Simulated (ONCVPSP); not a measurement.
# Reading a pseudo-wave (Rb)

Columns: radius, all-electron u(r) and pseudo u(r) of the 4s shell (level -31.89 eV) of rubidium in the configuration [Ar] 3d10 4s2 4p6 5s1; PBE, scalar-relativistic, ONCV scheme, ONCVPSP 4.0.1.

```tsv
r (bohr)	all-electron	pseudo
0.120	0.3018	0.1209
0.240	-0.1465	0.2399
0.360	-0.4735	0.3549
0.480	-0.3677	0.4637
0.600	-0.0513	0.5635
0.720	0.2914	0.6515
0.840	0.5739	0.7251
0.960	0.7717	0.7821
1.080	0.8890	0.8207
1.200	0.9401	0.8403
1.320	0.9412	0.8409
1.440	0.9073	0.8235
1.560	0.8509	0.7900
1.680	0.7817	0.7429
1.800	0.7069	0.6855
1.920	0.6313	0.6216
2.040	0.5582	0.5549
2.160	0.4897	0.4889
2.280	0.4267	0.4266
2.400	0.3699	0.3699
2.520	0.3192	0.3192
2.640	0.2744	0.2744
2.760	0.2352	0.2351
2.880	0.2010	0.2010
3.000	0.1714	0.1714
3.120	0.1459	0.1459
```

Task: How many radial nodes do the two functions have?

Result: The all-electron 4s function has n − l − 1 = 3 (the table is too coarse to show those close to the nucleus); the pseudo-wave has 0, since the states of the same l below it are removed with the core.

Task: At about which radius was the pseudo-wave matched?

Result: 2.40 bohr, where the columns begin to agree (steps of 0.12 bohr).

Task: Where does each function peak?

Result: Outermost all-electron maximum near 1.32 bohr, pseudo maximum near 1.32 bohr (to the table’s step).

Task: Is the pseudo-wave norm-conserving?

Result: Yes: the ONCV scheme keeps the norm inside the radius equal to the all-electron one, which fixes the energy derivative of the logarithmic derivative at the level.
